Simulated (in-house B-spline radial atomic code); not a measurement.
Mg⁺. Computed with a B-spline radial atomic code. Model: all-electron spherical atom, spin shells full or empty, radial basis limit, no spin-orbit coupling, Breit or QED, empty-state partial waves extrapolated as (l+1/2)^-4, RPA, G0W0 and static COHSEX of the highest shell as one setting changes (uncorrelated shells keep exact exchange).

Empty levels are discrete states of a finite basis, so the steps are uneven.

Given: element Mg; charge 1; filled core Ne; hamiltonian non-relativistic; mean-field start PBE; highest l of empty states 9; lowest nl shells left uncorrelated 0; highest mean-field shell 3s up; box radius 23.78 bohr.

Shell: 3s 1 0 (electrons up and down).

```json
{"highest empty level kept (hartree)": "1.33", "RPA correlation energy (hartree)": "-0.065543", "G0W0 level (eV)": "-15.352", "G0W0 minus most complete (meV)": "220.7", "COHSEX level (eV)": "-16.493", "linearised minus solved G0W0 (meV)": "17.2"}
{"highest empty level kept (hartree)": "2.67", "RPA correlation energy (hartree)": "?", "G0W0 level (eV)": "?", "G0W0 minus most complete (meV)": "?", "COHSEX level (eV)": "?", "linearised minus solved G0W0 (meV)": "?"}
{"highest empty level kept (hartree)": "4.67", "RPA correlation energy (hartree)": "-0.17819", "G0W0 level (eV)": "-15.474", "G0W0 minus most complete (meV)": "99.2", "COHSEX level (eV)": "-16.711", "linearised minus solved G0W0 (meV)": "16.1"}
{"highest empty level kept (hartree)": "8", "RPA correlation energy (hartree)": "-0.27599", "G0W0 level (eV)": "-15.505", "G0W0 minus most complete (meV)": "68", "COHSEX level (eV)": "-16.788", "linearised minus solved G0W0 (meV)": "15.9"}
{"highest empty level kept (hartree)": "13.33", "RPA correlation energy (hartree)": "?", "G0W0 level (eV)": "?", "G0W0 minus most complete (meV)": "?", "COHSEX level (eV)": "?", "linearised minus solved G0W0 (meV)": "?"}
{"highest empty level kept (hartree)": "24", "RPA correlation energy (hartree)": "-0.44086", "G0W0 level (eV)": "-15.543", "G0W0 minus most complete (meV)": "29.6", "COHSEX level (eV)": "-16.903", "linearised minus solved G0W0 (meV)": "15.8"}
{"highest empty level kept (hartree)": "40", "RPA correlation energy (hartree)": "-0.49846", "G0W0 level (eV)": "-15.555", "G0W0 minus most complete (meV)": "17.8", "COHSEX level (eV)": "-16.942", "linearised minus solved G0W0 (meV)": "15.8"}
{"highest empty level kept (hartree)": "80", "RPA correlation energy (hartree)": "-0.55238", "G0W0 level (eV)": "-15.564", "G0W0 minus most complete (meV)": "8.9", "COHSEX level (eV)": "-16.969", "linearised minus solved G0W0 (meV)": "15.7"}
{"highest empty level kept (hartree)": "160", "RPA correlation energy (hartree)": "-0.58423", "G0W0 level (eV)": "-15.568", "G0W0 minus most complete (meV)": "5", "COHSEX level (eV)": "-16.981", "linearised minus solved G0W0 (meV)": "15.7"}
{"highest empty level kept (hartree)": "333.33", "RPA correlation energy (hartree)": "-0.61664", "G0W0 level (eV)": "-15.571", "G0W0 minus most complete (meV)": "1.9", "COHSEX level (eV)": "-16.99", "linearised minus solved G0W0 (meV)": "15.7"}
{"highest empty level kept (hartree)": "800", "RPA correlation energy (hartree)": "-0.63272", "G0W0 level (eV)": "-15.572", "G0W0 minus most complete (meV)": "0.6", "COHSEX level (eV)": "-16.995", "linearised minus solved G0W0 (meV)": "15.7"}
{"highest empty level kept (hartree)": "2666.7", "RPA correlation energy (hartree)": "-0.63948", "G0W0 level (eV)": "-15.573", "G0W0 minus most complete (meV)": "0", "COHSEX level (eV)": "-16.996", "linearised minus solved G0W0 (meV)": "15.7"}
```

(1) What follows for highest empty level kept = 2.67?

(2) What follows for highest empty level kept = 13.33?

Results:

(1) RPA correlation energy -0.11605 hartree; G0W0 level -15.43 eV; G0W0 minus most complete 143.3 meV; COHSEX level -16.624 eV; linearised minus solved G0W0 16.5 meV.

(2) RPA correlation energy -0.35181 hartree; G0W0 level -15.523 eV; G0W0 minus most complete 50.2 meV; COHSEX level -16.84 eV; linearised minus solved G0W0 15.9 meV.
